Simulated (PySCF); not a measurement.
1,1-dimethylcyclohexane, C8H16.
SMILES with atom numbers: `[CH3:1][C:2]1([CH3:3])[CH2:4][CH2:5][CH2:6][CH2:7][CH2:8]1` (hydrogens: H9, H10, H11 on C1; H12, H13, H14 on C3; H15, H16 on C4; H17, H18 on C5; H19, H20 on C6; H21, H22 on C7; H23, H24 on C8)

All values: PBE0/pcSseg-1 (PySCF, non-relativistic), on one gas-phase PBE0-D3(BJ)/def2-SVP geometry that isn't relaxed in the solvent. The solvent is an IEF-PCM continuum (Bondi radii, 1.10 Å for H, scaled by 1.2). Specific hydrogen bonds and non-electrostatic terms are outside this model.

Gas phase at PBE0/pcSseg-1: HOMO -8.17 eV, LUMO 1.33 eV, dipole 0.10 D.

What does the continuum do to the energy, the frontier levels and the dipole at PBE0/pcSseg-1 in chloroform and water?

```csv
solvent,ε,E(solvent) − E(gas) (kcal/mol),polarisation term (kcal/mol),distortion of the solute (kcal/mol),HOMO (eV),LUMO (eV),dipole (D)
chloroform,4.711,-0.50,-0.51,0.01,-8.07,1.44,0.11
water,78.36,-0.72,-0.75,0.03,-8.05,1.47,0.12
```

Polarisation term: ½ Σ q·V over the induced surface charges. Distortion: the rise of the solute's own energy as its density leaves the gas-phase optimum. From chloroform to water the lowering changes by a factor 1.43, Onsager's factor (ε − 1)/(2ε + 1) by 1.38 and ε itself by 16.6.

Cost: about 1.8 min of CPU time on one thread; the machine was shared, so the figure is rough. This is the whole shielding run at PBE0/pcSseg-1 in water, SCF included.
